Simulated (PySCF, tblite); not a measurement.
C5H4F4O2.
Atom-mapped SMILES: `[O:1]=[C:2]1[C@H:3]([C:4]([F:5])([F:6])[F:7])[O:8][C@@H:9]1[CH2:10][F:11]` (hydrogens: H12 on C3; H13 on C9; H14, H15 on C10)

Geometry (PBE0-D3(BJ)/def2-SVP, Å), atoms numbered from 1 in this order:
```
atom  x, y, z in Å
O1    -0.850    0.645    2.012
C2    -0.322    0.649    0.950
C3    -0.744    0.871   -0.510
C4    -1.743   -0.128   -1.065
F5    -1.808   -0.063   -2.389
F6    -1.403   -1.377   -0.730
F7    -2.952    0.121   -0.569
O8     0.583    0.605   -0.921
C9     1.083    0.401    0.411
C10    1.684   -0.954    0.680
F11    2.960   -1.016    0.200
H12   -1.095    1.890   -0.752
H13    1.808    1.186    0.699
H14    1.072   -1.735    0.201
H15    1.694   -1.118    1.772
```

Jobs on this species (15 atoms, 86 electrons) with PySCF (density fitting) and tblite. Hardware of each: an Arm Neoverse N1 with one thread, on a shared host. Other jobs ran on the host; a repeat could differ by tens of per cent or more.

Question: Rank these jobs by wall time, shortest first.
A. GFN2-xTB; Hessian by finite differences
B. PBE0/pcSseg-1, IEF-PCM chloroform; shieldings, ring-centre shieldings, charges and field gradients; 207 basis functions
C. wB97X-D/def2-SVPD, IEF-PCM chloroform; 6 singlets by full TDDFT, polarisability; 270 basis functions
D. wB97X-D/pcSseg-2; shieldings, ring-centre shieldings; 452 basis functions

Answer: A (0.87 s), B (71 s), C (2.4 min), D (5.9 min).

All jobs:

| level and settings | work | basis functions | SCF cycles | wall time |
| --- | --- | --- | --- | --- |
| GFN2-xTB | L-BFGS relaxation | – | – | 0.61 s |
| GFN2-xTB | Hessian by finite differences | – | – | 0.87 s |
| PBE0/pcSseg-1, IEF-PCM chloroform | shieldings, ring-centre shieldings, charges and field gradients | 207 | 15 | 71 s |
| PBE0/pcSseg-1 | shieldings, ring-centre shieldings, charges and field gradients, density and orbital grids written | 207 | 15 | 82 s |
| wB97X-D/def2-SVPD, IEF-PCM chloroform | 6 singlets by full TDDFT, polarisability | 270 | 15 | 2.4 min |
| wB97X-D/def2-SVPD | 10 singlets by full TDDFT, 4 Tamm–Dancoff triplets, polarisability, dynamic polarisability, density and orbital grids written | 270 | 15 | 4.0 min |
| B3LYP/pcJ-1 | spin–spin couplings from 8 perturbed nuclei, spin–dipole term for 4 of them | 337 | 15 | 4.4 min |
| PBE0-D3(BJ)/def2-SVP, grid level 1 | geometry optimisation from a GFN2-xTB start shaken at random | 174 | 72 | 4.6 min |
| wB97X-D/pcSseg-2 | shieldings, ring-centre shieldings | 452 | 15 | 5.9 min |

Q: What do all jobs in the table cost together?

A: About 24 min; the longest takes about 25 % of that, and about 580 times as long as the shortest.
